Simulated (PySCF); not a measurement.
## One molecule, a ladder of functionals, a line

Molecule: SMILES C[S+](C)[AlH3-], C₂H₉AlS.

Molfile (atoms numbered from 1):
```
C2H9AlS
     RDKit          3D

 13 12  0  0  0  0  0  0  0  0999 V2000
   -0.4101    1.6088   -0.2329 C   0  0  0  0  0  0  0  0  0  0  0  0
   -0.3152   -0.0940   -0.8204 S   0  0  0  0  0  0  0  0  0  0  0  0
   -1.3924   -0.9320    0.3603 C   0  0  0  0  0  0  0  0  0  0  0  0
    1.9050   -0.7473    0.0400 Al  0  0  0  0  0  4  0  0  0  0  0  0
   -1.4306    1.9935   -0.3656 H   0  0  0  0  0  0  0  0  0  0  0  0
   -0.1002    1.6671    0.8205 H   0  0  0  0  0  0  0  0  0  0  0  0
    0.2848    2.1937   -0.8503 H   0  0  0  0  0  0  0  0  0  0  0  0
   -2.4266   -0.5825    0.2341 H   0  0  0  0  0  0  0  0  0  0  0  0
   -1.3360   -2.0048    0.1309 H   0  0  0  0  0  0  0  0  0  0  0  0
   -1.0400   -0.7593    1.3872 H   0  0  0  0  0  0  0  0  0  0  0  0
    1.8352   -2.3150   -0.2840 H   0  0  0  0  0  0  0  0  0  0  0  0
    2.8067    0.2123   -0.8735 H   0  0  0  0  0  0  0  0  0  0  0  0
    1.6412   -0.2916    1.5619 H   0  0  0  0  0  0  0  0  0  0  0  0
  1  2  1  0
  2  3  1  0
  2  4  1  0
  1  5  1  0
  1  6  1  0
  1  7  1  0
  3  8  1  0
  3  9  1  0
  3 10  1  0
  4 11  1  0
  4 12  1  0
  4 13  1  0
M  CHG  2   2   1   4  -1
M  END
```

GIAO shieldings (ppm, equivalent atoms averaged) in PySCF 2.14 on the PBE0-D3(BJ)/def2-SVP geometry, basis pcSseg-2, gas phase, non-relativistic:

```csv
functional,exact exchange (%),σ(C1/C3),σ(S2),σ(Al4)
BLYP,0,148.4,506.1,394.2
BP86,0,153.1,530.2,399.2
PBE,0,153.4,534.4,398.7
B3LYP,20,154.0,533.2,405.7
PBE0,25,159.9,565.9,414.0
mPW1PW91,25,159.2,561.9,414.7
HF,100,170.9,618.4,458.0
```

Task: Fit each shielding as a line in the percentage of exact exchange.

Result: σ(C1/C3) = 152.3 + 0.19 x (rms 2.2 ppm); σ(S2) = 526.8 + 0.96 x (rms 12.1 ppm); σ(Al4) = 397.3 + 0.61 x (rms 2.3 ppm). The functionals also differ in their semilocal parts, which the line can't hold; Hartree–Fock has no correlation at all.

Task: What does the line predict for BHandHLYP (50 %), and what does the run give?

Result: σ(C1/C3): 161.8 predicted, 161.0 computed; σ(S2): 574.8 predicted, 567.0 computed; σ(Al4): 427.8 predicted, 423.3 computed ppm.
